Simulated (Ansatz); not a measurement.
Total energies of `c1sc(-c2sc(-c3sc(-c4sc(-c5sc(-c6sc(-c7sc(-c8scc9c8OCCO9)c8c7OCCO8)c7c6OCCO7)c6c5OCCO6)c5c4OCCO5)c4c3OCCO4)c3c2OCCO3)c2c1OCCO2` from Ansatz at PBE0-D4/def2-SVP, gas phase (1 Eh = 27.2114 eV = 2625.5 kJ/mol). The reference geometry is relaxed at PBE-D4/def2-SVP.

| state | geometry | energy (Eh) |
| --- | --- | --- |
| charge 0 singlet | reference | -6230.98165 |
| charge 1 doublet | reference | -6230.79799 |
| charge -1 doublet | reference | -6231.01851 |
| free C atom (triplet) | – | -37.76066 |
| free S atom (triplet) | – | -397.83788 |
| free O atom (triplet) | – | -74.92490 |
| free H atom (doublet) | – | -0.50029 |

Single mean-field runs in def2-SVP are fitted with def2-universal-jkfit.

Problem. Work out the vertical ionisation energy to the doublet.

Solution. E(charge 1 doublet) − E(charge 0 singlet) = -6230.79799 − (-6230.98165) = 0.18366 Eh = 5.00 eV. For comparison, −ε of the highest occupied level is 4.22 eV at this level, 0.78 eV less.

Problem. Work out the vertical electron affinity, to the doublet.

Solution. E(charge 0 singlet) − E(charge -1 doublet) = -6230.98165 − (-6231.01851) = 0.03686 Eh = 1.00 eV. The basis lacks diffuse functions, which makes affinities too small.

Problem. Give the fundamental gap IE − EA, the Mulliken electronegativity (IE + EA)/2 and the hardness (IE − EA)/2.

Solution. From the values in Eh: IE − EA = 0.18366 − 0.03686 = 0.14680 Eh = 3.99 eV; (IE + EA)/2 = 3.00 eV; (IE − EA)/2 = 2.00 eV. The HOMO–LUMO gap of the same run is 2.52 eV, 1.47 eV smaller than the fundamental gap.

Problem. What is the binding energy per atom against free atoms?

Solution. Atoms: 48 × (-37.76066) + 8 × (-397.83788) + 16 × (-74.92490) + 34 × (-0.50029) = -6211.02298 Eh. Binding: -6211.02298 − (-6230.98165) = 19.95867 Eh = 543.10 eV, or 5.12 eV for each of 106 atoms (no zero-point energy, no counterpoise term).
